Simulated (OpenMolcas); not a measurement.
**Mo3+ in Cs2NaYBr6: curves along the breathing mode**

Mo3+ with its 6 nearest bromide ions, on the Y site of Cs2NaYBr6 (a = 11.3047 Å, distance in the model lattice 2.765 Å). The rest of the host is ab initio model potentials to 7.6 Å, with orthogonalisation functions on the cations behind the ligands, and point charges beyond; the distance is set by hand and nothing relaxes. Ligand basis ANO-RCC-VDZP.

- Program: OpenMolcas 26.06
- Method: CASSCF
- Basis: ANO-RCC-VDZP [6s5p3d1f]
- Scalar Hamiltonian: DKH2, point nucleus
- Active space: 3 electrons in 5 orbitals (4d)
- State averaging: 2S+1 = 4 even, 10 roots; 2S+1 = 2 even, 40 roots
- Spin-orbit coupling: state interaction with AMFI integrals over the reference wave functions

Spin-free energies (labels of O, the rotations of Oh) in cm-1 above the lowest fitted minimum, as all ligands move together:

```
R (Å)   4A2     2E    2T1    4T2    2T2    4T1    2A1
2.482  8050  20890  21410  30170  28030  36640  40240
2.541  2940  16000  16530  22850  23040  29340  33170
2.599   470  13710  14260  18440  20610  24910  28970
2.658   150  13540  14110  16370  20280  22770  27090
2.775  4850  18470  19060  18200  24800  24360  29230
2.833  9390  23080  23690  21560  29200  27560  32710
```

Cubic fits give the following; the wavenumber is harmonic, with the mass of all moving ligands, small differences in it between states hang on the degree of the fit, a number in brackets counts states of one label, and the table is a selection of at most 14 states with clean curves.

```csv
State,R0 (Å),Breathing mode (cm-1),Minimum (cm-1)
4A2,2.638,203,0
2E,2.634,202,13340
2T1,2.633,203,13900
4T2,2.686,201,16120
2T2,2.639,200,20140
4T1,2.689,198,22470
2A1,2.681,201,26910
2E(2),2.679,201,30790
4T1(2),2.722,201,34790
2A2,2.676,201,39390
2E(3),2.690,190,47530
2E(4),2.740,209,63420
```

The minimum of 4T2 is shifted by +0.0476 Å against 4A2 (from the unrounded fits). With M = 479.4 u for the moving shell, the Huang-Rhys factor in this mode is S = M ω ΔR² / 2ħ = 0.01483 × 479.4 × 203 × 0.0476² = 3.27. Only the first shell moves, against a rigid host.

Without dynamic correlation the repulsion within the d shell is too large (B by tens of per cent), so at a given field states of lower spin stand too high. With metal d orbitals alone the field can be off either way by tens of per cent. Ligand-to-metal charge-transfer states are missing. With no ligand orbital active B as a rule stays too high, so bands that hang on it stand too high and its fall with covalency is understated. The least metal-like active orbital is 72 % on the metal (Löwdin) and no ligand orbital is active, so the numbers are rough (holds for R = 2.482). The least metal-like active orbital is 74 % on the metal (Löwdin) and no ligand orbital is active, so the numbers are rough (holds for R = 2.541). The least metal-like active orbital is 76 % on the metal (Löwdin) and no ligand orbital is active, so the numbers are rough (holds for R = 2.599). The least metal-like active orbital is 78 % on the metal (Löwdin) and no ligand orbital is active, so the numbers are rough (holds for R = 2.658). The least metal-like active orbital is 80 % on the metal (Löwdin) and no ligand orbital is active, so the numbers are rough (holds for R = 2.775). The least metal-like active orbital is 81 % on the metal (Löwdin) and no ligand orbital is active, so the numbers are rough (holds for R = 2.833). No measured value stands beside these numbers.
